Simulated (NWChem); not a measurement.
System: GeH3SeF; SMILES F[Se][GeH3]

Here is an NWChem input.

```
start job
memory heap 200 mb stack 900 mb global 1100 mb
geometry units angstroms noautoz
  Se    -0.267167     0.977396    -0.452434
  F      1.056865     1.496391     0.624015
  Ge     0.124587    -1.324040    -0.091055
  H     -0.056001    -1.640817     1.400396
  H     -0.939489    -2.031413    -0.947925
  H      1.544191    -1.676935    -0.557599
end
basis spherical
  * library def2-tzvp
end
dft
  xc xpbe96 cpbe96
  iterations 150
  mulliken
end
task dft energy
```

Structure relaxed at the PBE0/def2-SVP level.

Give the results of this calculation. (PBE/def2-TZVP.) Quantities: energy (Ha); highest occupied level (eV); orbital gap (eV); dipole (D).


```
Quantity                        Value
---------------------------  --------
energy (Ha)                  -4579.47
highest occupied level (eV)     -5.71
orbital gap (eV)                 2.53
dipole (D)                       2.10
```
